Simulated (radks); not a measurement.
Numerical settings for the iridium ion Ir3+, [Xe] 4f14 5d6. Method: Dirac Kohn-Sham, PBE, spin-unpolarised, spherical densities, finite nucleus; open shells fill j = l - 1/2 first; Fermi nuclear charge, rms radius 5.4032 fm; computed with a radial shooting solver on a logarithmic mesh with Libxc functionals. The defaults (mesh step 0.008 in ln r, mesh end at 40 bohr or more with all orbitals vanishing there, Anderson mixing 0.5 over 9 steps, residual threshold near 1e-9 with the energy settled to 1e-9 hartree or 1e-11 of itself, here a cap of 86 iterations) give E = -17852.502 hartree and 5d5/2 at -36.068 eV in 15 iterations. Run on one thread of a shared host, so times are rough (Arm Neoverse N1): 0.22 s of CPU time, 0.22 s wall, 15 iterations on 2213 mesh points. Changes against that run (0 stands for a change within the tolerance of the run):

mesh step in ln r 0.003: iterations 16; converged yes; E (mhartree) 0; e(5d5/2) (meV) 0; CPU (s) 0.56
mesh step in ln r 0.005: iterations 15; converged yes; E (mhartree) 0; e(5d5/2) (meV) 0; CPU (s) 0.33
mesh step in ln r 0.02: iterations 15; converged yes; E (mhartree) 0; e(5d5/2) (meV) 0; CPU (s) 0.11
mesh end (bohr) 3: iterations 14; converged yes; E (mhartree) +437; e(5d5/2) (meV) +5.54e+03; CPU (s) 0.19
mesh end (bohr) 5: iterations 15; converged yes; E (mhartree) +3.03; e(5d5/2) (meV) +99.6; CPU (s) 0.2
residual threshold 1e-16: iterations 86; converged no; E (mhartree) 0; e(5d5/2) (meV) 0; CPU (s) 0.62
residual threshold 0.001: iterations 10; converged yes; E (mhartree) 0; e(5d5/2) (meV) +0.155; CPU (s) 0.18
mixing 1.5: iterations 15; converged yes; E (mhartree) 0; e(5d5/2) (meV) 0; CPU (s) 0.23
linear mixing, mixing 0.2: iterations 86; converged no; E (mhartree) 0; e(5d5/2) (meV) 0; CPU (s) 0.82
linear mixing, mixing 1: iterations 86; converged no; E (mhartree) +8e+05; e(5d5/2) (meV) +2.7e+04; CPU (s) 3.3
mixing history 20: iterations 22; converged yes; E (mhartree) 0; e(5d5/2) (meV) 0; CPU (s) 0.28
iteration cap 3: iterations 3; converged no; E (mhartree) +191; e(5d5/2) (meV) -1.35e+03; CPU (s) 0.06

Settings that end as converged yet miss the energy by more than 1 mhartree: mesh end (bohr) 3 (+0.437 hartree); mesh end (bohr) 5 (+0.00303 hartree). A mesh that ends early acts as a hard wall.
